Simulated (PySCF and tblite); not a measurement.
Results of a calculation; reference values are marked as such.
C₈H₄F₂S₂, numbered as in [c:1]1([F:2])[cH:3][s:4][c:5](-[c:7]2[s:8][cH:9][c:10]([F:11])[cH:12]2)[cH:6]1.

Conformers came from 200 starts (ETKDG and KDG, MMFF94s, GFN2-xTB); geometries are GFN2-xTB. Energies: PBE0-D3(BJ)/pcSseg-1, with GFN2-xTB thermal terms (modes under about 100 cm⁻¹ blended into free rotors). Symmetry numbers and mirror images are counted. Conformers within 2.5 kcal/mol (GFN2-xTB free energy) were kept, 7 at most. (PySCF 2.14, tblite 0.8.)

Torsions listed: S4–C5–C7–S8.

| conformer | shape | symmetry | dipole D |
| --- | --- | --- | --- |
| 1 | 0° | C2v | 0.96 |
| 2 | 180° | C2h | 0.00 |

**Question.** Which of these conformers is the most populated at 298.15 K, and with what share?

**Answer.** Conformer 2, about 75 %.

**Question.** Give the DFT energies and free energies relative to the lowest, and all weights.

**Answer.** 
```
conformer  shape  E(DFT) kcal/mol  G(298.15 K) kcal/mol  weight %
        1     0°             0.76                  0.64      25.4
        2   180°             0.00                  0.00      74.6
```

**Question.** How does its share change from 250 K to 350 K?

**Answer.** From 79 % to 71 %; the mixing entropy goes from 1.02 to 1.20 cal/(mol K).


Conformer gaps in pcSseg-1 on xTB geometries can be 2 kcal/mol off for S=O, P=O and other polar bonds.